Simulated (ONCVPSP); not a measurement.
## PBE ONCV dataset for N, scalar-relativistic all-electron reference.

The input file (ONCVPSP 4.0.1):

```
# ATOM AND REFERENCE CONFIGURATION
# atsym  z   nc   nv     iexc    psfile
  N 7.00    1    2        4      upf
#
#   n    l    f
    1    0    2.00
    2    0    2.00
    2    1    2.00
#
# PSEUDOPOTENTIAL AND OPTIMIZATION
# lmax
    2
#
#   l,   rc,      ep,       ncon, nbas, qcut
    0    0.70    0.00    4    9   11.50
    1    2.20    0.00    4    7    7.30
    2    2.20    0.19    5    9    4.50
#
# LOCAL POTENTIAL
# lloc, lpopt,  rc(5),   dvloc0
    4    5    0.70    0.00
#
# VANDERBILT-KLEINMAN-BYLANDER PROJECTORs
# l, nproj, debl
    0    1    2.70
    1    1    0.80
    2    3    3.40
#
# MODEL CORE CHARGE
# icmod, fcfact, rcfact
    2    0.20    1.10
#
# LOG DERIVATIVE ANALYSIS
# epsh1, epsh2, depsh
   -3.00    5.00    0.02
#
# OUTPUT GRID
# rlmax, drl
    6.00    0.01
#
# TEST CONFIGURATIONS
# ncnf
    4
# nvcnf
#   n    l    f
    2
    2    0    2.00
    2    1    3.00
#
    2
    2    0    2.00
    2    1    1.00
#
    2
    2    0    2.00
    2    1    0.00
#
    2
    2    0    1.00
    2    1    3.00
#
```

Command:

```bash
oncvpsp.x < N.dat > N.out
```

Resulting log (shortened: citation, most of the input echo, consistency checks and plot data are left out):

```
ONCVPSP  (Optimized Norm-Conservinng Vanderbilt PSeudopotential)
scalar-relativistic version 4.0.1

#   n    l    f        energy (Ha)
    1    0    2.00    -1.4761442E+01
    2    0    2.00    -1.1929640E+00
    2    1    2.00    -7.6027961E-01

Reference configufation results
  iterations    22
  all-electron total energy (Ha)   -5.39535657D+01

Begin loop to  construct optimized pseudo wave functions
and semi-local pseudopoentials for all angular momenta

Calculating optimized projector #   1

 for l=   0

    Fraction of norm inside rc  0.127141
    Optimizing pswf for qcut=  11.48 a_B^-1,  ecut=  65.93 Ha
    Residual kinetic energy error=  5.41D-04 Ha

    Energy error per electron        Cutoff
         Ha          eV             Ha
         0.01000     0.27211       19.47
         0.00100     0.02721       55.28
         0.00010     0.00272      404.11
         0.00001     0.00027      507.13

Calculating optimized projector #   1

 for l=   1

    Fraction of norm inside rc  0.909381
    Optimizing pswf for qcut=   7.30 a_B^-1,  ecut=  26.65 Ha
    Residual kinetic energy error=  2.45D-08 Ha

    Energy error per electron        Cutoff
         Ha          eV             Ha
         0.01000     0.27211       12.54
         0.00100     0.02721       16.20
         0.00010     0.00272       19.30
         0.00001     0.00027       21.73

   Wellstate for l =  2  n =  3
     eigenvalue =   0.1900
     asymptotic potential =   0.6900
     half-point radius =  3.8479

   Wellstate for l =  2  n =  6
     eigenvalue =   3.5900
     asymptotic potential =   4.0900
     half-point radius =  4.1468

   Wellstate for l =  2  n =  7
     eigenvalue =   6.9900
     asymptotic potential =   7.4900
     half-point radius =  3.6476

Calculating optimized projector #   1

 for l=   2

    Fraction of norm inside rc  0.246719
    Optimizing pswf for qcut=   4.49 a_B^-1,  ecut=  10.10 Ha
    Residual kinetic energy error=  1.41D-04 Ha

    Energy error per electron        Cutoff
         Ha          eV             Ha
         0.01000     0.27211        4.32
         0.00100     0.02721        7.62
         0.00010     0.00272       11.14
         0.00001     0.00027       49.80

Calculating optimized projector #   2

 for l=   2

    Fraction of norm inside rc  0.151953
    Optimizing pswf for qcut=   4.49 a_B^-1,  ecut=  10.10 Ha
    Residual kinetic energy error=  1.91D-02 Ha

    Energy error per electron        Cutoff
         Ha          eV             Ha
         0.01000     0.27211       11.56
         0.00100     0.02721       32.66
         0.00010     0.00272       70.26
         0.00001     0.00027       79.22

Calculating optimized projector #   3

 for l=   2

    Fraction of norm inside rc  0.126165
    Optimizing pswf for qcut=   4.49 a_B^-1,  ecut=  10.10 Ha
    Residual kinetic energy error=  4.25D-01 Ha

    Energy error per electron        Cutoff
         Ha          eV             Ha
         0.01000     0.27211       15.36
         0.00100     0.02721       29.28
         0.00010     0.00272       68.43
         0.00001     0.00027       97.15

Construct Vanderbilt / Kleinmman-Bylander projectors

B matrix Hermiticity error, ll=   2
   1   2    9.3370E-06
   1   3    7.6354E-05
   2   3    9.6863E-05

  Orthonormal projector coefficients -3.7611E+00  2.4701E+00 -1.2636E+00

Model core correction analysis
  based on d2Exc/dn_idn_j

d2excae - all-electron derivatives

   -6.184643D-02   -5.526544D-02
   -5.527002D-02   -5.439285D-02

d2excps - pseudofunction derivatives with no core correction

   -6.076362D-02   -5.804811D-02
   -5.804965D-02   -5.637514D-02

rms 2nd derivative error    2.267794E-03

amplitude prefactor, scale prefactor
    6.0410    1.2944

d2excps - pseudofunction derivatives with core correction

   -6.015840D-02   -5.824263D-02
   -5.824397D-02   -5.667960D-02

rms 2nd derivative error    2.539030E-03

Pseudoatom total energy   -9.066080

Diagnostic tests using Vanderbilt-Kleinman-Bylander pseudopotentials
  1 or more projectors used as specified by nproj input data

   l    rcore       rmatch      e in        delta e   norm test  slope test

   0   0.7004018   0.7216675  -1.1929640   0.0000066   1.0000156   1.0000022

   1   2.2088160   2.2758804  -0.7602796  -0.0000005   0.9999980   1.0000013

   2   2.2088160   2.2758804   0.1900000   0.0000035   1.0000162   1.0000162
   2   2.2088160   2.2758804   3.5900000   0.0000575   1.0000657   1.0000657
   2   2.2088160   2.2758804   6.9900000   0.0000586   1.0003232   1.0003232

 Testing for bound ghosts
   n   l    E NL Schr. Eq   E Basis Diag.   E Cutoff

   1   0       -1.192957       -0.942202    528.84

   2   1       -0.760280       -0.760162     31.83

   3   2       -0.070489        0.016737    113.15

 Testing for highly-localized positive-energy ghosts
       l    <radius>/rc     E Basis Diag.   E Cutoff

Test configuration 0

   n   l     f        eae           eps        diff
   1   0  2.0000  -14.76144207
   2   0  2.0000   -1.19296401   -1.19295744    6.57D-06
   2   1  2.0000   -0.76027961   -0.76028006   -4.50D-07

    Total energies and differences
      AE_ref= -5.39535657D+01  AE_tst= -5.39535657D+01  dif=  0.00D+00
      PS_ref= -9.06607982D+00  PS_tst= -9.06607982D+00  dif= -1.07D-14
      PSP excitation error=  1.07D-14

Test configuration 1

   n   l     f        eae           eps        diff
   1   0  2.0000  -14.13822183
   2   0  2.0000   -0.68290674   -0.68061630    2.29D-03
   2   1  3.0000   -0.26054783   -0.26263162   -2.08D-03

    Total energies and differences
      AE_ref= -5.39535657D+01  AE_tst= -5.44530351D+01  dif= -4.99D-01
      PS_ref= -9.06607982D+00  PS_tst= -9.56756728D+00  dif= -5.01D-01
      PSP excitation error=  2.02D-03

Test configuration 2

   n   l     f        eae           eps        diff
   1   0  2.0000  -15.57681778
   2   0  2.0000   -1.80659260   -1.79873042    7.86D-03
   2   1  1.0000   -1.37852229   -1.35766501    2.09D-02

    Total energies and differences
      AE_ref= -5.39535657D+01  AE_tst= -5.28932188D+01  dif=  1.06D+00
      PS_ref= -9.06607982D+00  PS_tst= -8.01395815D+00  dif=  1.05D+00
      PSP excitation error=  8.23D-03

Test configuration 3

   n   l     f        eae           eps        diff
   1   0  2.0000  -16.56788995
   2   0  2.0000   -2.50354763   -2.46744786    3.61D-02

    Total energies and differences
      AE_ref= -5.39535657D+01  AE_tst= -5.11629894D+01  dif=  2.79D+00
      PS_ref= -9.06607982D+00  PS_tst= -6.32831333D+00  dif=  2.74D+00
      PSP excitation error=  5.28D-02

Test configuration 4

   n   l     f        eae           eps        diff
   1   0  2.0000  -14.76836705
   2   0  1.0000   -1.19709704   -1.20439208   -7.30D-03
   2   1  3.0000   -0.76390853   -0.77131852   -7.41D-03

    Total energies and differences
      AE_ref= -5.39535657D+01  AE_tst= -5.35206244D+01  dif=  4.33D-01
      PS_ref= -9.06607982D+00  PS_tst= -8.63320140D+00  dif=  4.33D-01
      PSP excitation error=  6.28D-05
```

The run took about 3.9 s on one core of a shared server CPU.
